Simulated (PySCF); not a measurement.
A structure optimised at B3LYP-D3(BJ)/def2-SVP, used in a PySCF frequency run:

```xyz
7

Te     0.5167    -0.6882     0.8641
I     -1.1079     1.0828    -0.4808
O      2.0085    -0.8535    -0.4543
C      1.7683    -1.5788    -1.6468
H      1.0451    -1.0592    -2.3018
H      2.7333    -1.6422    -2.1756
H      1.3964    -2.6019    -1.4566
```
Charge 0, spin multiplicity 1.

Q: Write its SMILES and formula.

A: CO[Te]I, CH₃IOTe

Q: What are its rotational constants (standard atomic weights)?

A: 3.2829, 0.85767, 0.69633 GHz
